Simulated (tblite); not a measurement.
Q: Write Cartesian coordinates for `[SiH](C#C[SiH3])N([SiH3])[SiH3]` [radical] as optimised with GFN2-xTB. (Doublet state.)

A: 
```
atom  x, y, z in Å
Si1    4.095   -0.127    0.724
C2     2.416   -0.028   -0.022
C3     1.292   -0.040   -0.503
Si4   -0.347    0.250   -1.234
N5    -1.694    0.171   -0.126
Si6   -2.495   -1.339    0.211
Si7   -1.964    1.541    0.921
H8     4.108   -1.179    1.749
H9     4.440    1.159    1.342
H10    5.046   -0.447   -0.345
H11   -0.668   -0.465   -2.464
H12   -3.925   -1.056    0.321
H13   -2.217   -2.222   -0.921
H14   -1.976   -1.924    1.448
H15   -1.113    1.460    2.110
H16   -1.629    2.718    0.121
H17   -3.375    1.538    1.308
```

Any rigid rotation of these coordinates is as good. Atoms count from 1 in this order. The 2 C–Si bonds span 1.818 Å (C3–Si4, drawn single) to 1.840 Å (Si1–C2, drawn single), a spread of 0.022 Å. Si4 (silicon bonded to C, N and H) is pyramidal (angles 117.3°, 115.7° and 110.1°, sum 343.1°, 0.40 Å off the plane of its three neighbours). Si7 (silicon bonded to N and 3 H) is distorted tetrahedral (angles from 105.6° to 111.5°). Si6 (silicon bonded to N and 3 H) is tetrahedral (angles from 106.7° to 111.1°).

Bonds between heavy atoms (Å): Si1–C2 1.840, C2≡C3 1.222, C3–Si4 1.818, Si4–N5 1.747, N5–Si6 1.742, N5–Si7 1.744.

Computed geometry: GFN2-xTB, gas phase. This method treats the open shell by occupation alone, without spin polarisation.

Point group: C1 (no symmetry element, even within 0.4 Å). Its lowest GFN2-xTB frequency is 10 cm⁻¹, too small to tell a flat minimum from a shallow saddle. Torsions: C3–Si4–N5–Si6 -88°. 2 starts were optimised and ended at 0.00 and 0.34 kcal/mol (GFN2-xTB); the lowest of these is shown.

One conformer stands for the species.
